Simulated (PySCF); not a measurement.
Compound: C6H8F2.
SMILES with atom numbers: `[CH3:1][CH:2]=[C:3]1[CH2:4][C:5]([F:6])([F:7])[CH2:8]1` (hydrogens: H9, H10, H11 on C1; H12 on C2; H13, H14 on C4; H15, H16 on C8)

The calculation used PBE0/def2-SV(P) geometry optimisation, gas phase (PySCF 2.14.0).

(1) What internal coordinates does the optimisation give?

Results:

(1) 
```json
{"bond": "C1–C2", "length (Å)": "1.494", "order": "single"}
{"bond": "C2=C3", "length (Å)": "1.333", "order": "double"}
{"bond": "C3–C4", "length (Å)": "1.518", "order": "single"}
{"bond": "C4–C5", "length (Å)": "1.536", "order": "single"}
{"bond": "C5–F6, C5–F7", "length (Å)": "1.349", "order": "single"}
{"bond": "C5–C8", "length (Å)": "1.536", "order": "single"}
{"bond": "C3–C8", "length (Å)": "1.519", "order": "single"}
{"bond": "C1–H9, C1–H10, C1–H11", "length (Å)": "1.105", "order": "single"}
{"bond": "C2–H12", "length (Å)": "1.099", "order": "single"}
{"bond": "C4–H13, C4–H14", "length (Å)": "1.103", "order": "single"}
{"bond": "C8–H15, C8–H16", "length (Å)": "1.103", "order": "single"}
```

Bonds in one row agree within 0.01 Å and their mean is given. Orders are formal, as drawn. A selection of angles:
```json
{"angle": "C1–C2–C3", "degrees": "125.2"}
{"angle": "C2–C3–C4", "degrees": "133.4"}
{"angle": "C2–C3–C8", "degrees": "133.7"}
{"angle": "C4–C3–C8", "degrees": "92.9"}
{"angle": "C3–C4–C5", "degrees": "87.7"}
{"angle": "C4–C5–F6", "degrees": "115.2"}
{"angle": "C4–C5–F7", "degrees": "113.8"}
{"angle": "C4–C5–C8", "degrees": "91.5"}
{"angle": "F6–C5–F7", "degrees": "107.1"}
{"angle": "F6–C5–C8", "degrees": "115.2"}
{"angle": "F7–C5–C8", "degrees": "113.8"}
{"angle": "C3–C8–C5", "degrees": "87.6"}
```

Torsions: C1–C2–C3–C4 179° (antiperiplanar); C2–C3–C4–C5 -175° (antiperiplanar); C3–C4–C5–F6 -123° (anticlinal); C4–C5–C8–C3 4° (synperiplanar); C2–C3–C8–C5 175° (antiperiplanar). The mirror-image conformer, all signs reversed, is as good.

The 4-membered ring C3–C4–C5–C8 has internal angles of 87.6° to 92.9° (sum 360°, against 360° for a flat polygon); it is almost planar, 0.03 Å rms from its mean plane, widest ring torsion 4°. The 6 C–C bonds span 1.333 Å (C2=C3, drawn double) to 1.536 Å (C5–C8, drawn single), a spread of 0.203 Å. Of the pairs four or more bonds apart, C8···H9 is among the closest relative to their van der Waals radii: 2.84 Å, 98 % of the sum of Bondi's values.

Point group: near Cs, missed by 0.32 Å at most; the miss may be what the optimiser left on a soft mode. PBE0/def2-SV(P) frequencies: not computed here.
